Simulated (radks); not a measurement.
Question: Ag II, 46 electrons, occupied as [Kr] 4d10. Calculated with a radial shooting solver on a logarithmic mesh with Libxc functionals: Dirac Kohn-Sham, BLYP, spin-unpolarised, spherical densities, point nucleus.

Spin-orbit splittings of the eigenvalues, e(l+1/2) - e(l-1/2), with zeta = 2 splitting/(2l+1) and mean radii in bohr:

shell  occ.  splitting (eV)  zeta (eV)  <r> j=l-1/2  <r> j=l+1/2
2p        6           175.4      117.0       0.1141       0.1192
3p        6           30.95      20.63       0.3601       0.3710
3d       10               ?          ?       0.3438       0.3473
4p        6           5.107      3.405       0.9794        1.011
4d       10          0.5671     0.2268        1.379        1.402

Estimate the 3d splitting.

Answer: 6.233 eV (zeta = 2.493 eV).
